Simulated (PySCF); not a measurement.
# One molecule, several mistakes: AlBH4NO cation

These are calculations, not measurements. They come from PySCF 2.14.0, an open-source quantum chemistry program, on an isolated molecule that a program drew, which may never have been made. The molecule is AlBH4NO cation (charge +1, singlet), drawn as the SMILES string `O[B+][NH][AlH2]`.

Each row is a Hartree-Fock (HF) and frozen-core CCSD(T) single point in the cc-pV(D+d)Z basis, meant for a local HF minimum. Run 1 is clean. Each other run has one planted mistake out of seven kinds, and not every kind appears here: one electron removed, one electron added, multiplicity raised by two, geometry at a saddle point, minimal basis STO-3G, one bond length entered in bohr, all coordinates scaled. The reference is restricted for singlets and unrestricted otherwise, and also for a bond in bohr. Adding or removing an electron swaps singlet and doublet. Electrons count all cores. HOMO and LUMO are orbital energies over both spins, the gradient is its largest component, and the lowest frequency (negative if imaginary) is given only where the gradient is small. Bond lengths are over the 7 bonds as drawn. T1 is the CCSD diagnostic: over 0.02 (restricted) or 0.045 (unrestricted) a single reference is doubtful.

Geometry of the clean run:
```xyz
8
AlBH4NO cation, angstrom
O    -1.3567   -0.6771   -1.5410
B    -0.9821   -0.7061   -0.3319
N    -0.5943   -0.6479    0.9297
Al    0.9391    0.2325    1.6448
H    -1.1357   -1.3282   -2.2021
H    -1.2087   -1.1045    1.5931
H     1.7758    0.8581    0.4913
H     1.0208    0.1230    3.1901
```

| run | electrons | basis functions | <S^2> | HOMO (eV) | LUMO (eV) | gradient (hartree/bohr) | lowest frequency (cm^-1) | mean bond (Å) | longest bond (Å) | T1 | HF (hartree) | CCSD(T) (hartree) | mistake |
|---|---|---|---|---|---|---|---|---|---|---|---|---|---|
| 1 | 36 | 85 | 0.000 | -16.58 | -2.95 | 3.6e-05 | 124 | 1.3670 | 1.907 | 0.0142 | -398.11993 | -398.63860 | no fault |
| 2 | 37 | 85 | 0.770 | -3.79 | 2.34 | 4.6e-02 | - | 1.3670 | 1.907 | 0.0186 | -398.24312 | -398.78092 | one electron added |
| 3 | 36 | 85 | 0.000 | -16.60 | -2.90 | 3.3e-05 | -387 | 1.3657 | 1.899 | 0.0141 | -398.11559 | -398.63273 | geometry at a saddle point |
| 4 | 36 | 85 | 2.005 | -10.20 | -7.85 | 5.8e-02 | - | 1.3670 | 1.907 | 0.0685 | -397.89886 | -398.41935 | ? |
| 5 | 36 | 85 | 0.000 | -16.43 | -3.00 | 2.1e-02 | - | 1.4053 | 1.961 | 0.0154 | -398.11366 | -398.63812 | ? |

**Which mistake was planted in run 4, and what did it cost?**

Electrons, basis and geometry are unchanged, and <S^2> is 2.005, beside S(S+1) = 2.00 for a multiplicity of 3. So the mistake is: multiplicity raised by two. Subtracting run 1 and multiplying by 627.51 kcal/mol a hartree, the energy moved by 138.7 kcal/mol in HF and 137.6 kcal/mol in CCSD(T).

**Which mistake was planted in run 5, and what did it cost?**

The mean and the longest bond both change by the same factor, 1.028, and the gradient is no longer small. So the mistake is: all coordinates scaled. Subtracting run 1 and multiplying by 627.51 kcal/mol a hartree, the energy moved by 3.9 kcal/mol in HF and 0.3 kcal/mol in CCSD(T).

Cautions from the logs. Run 4: T1 is over the limit, so its CCSD(T) energy is less reliable.
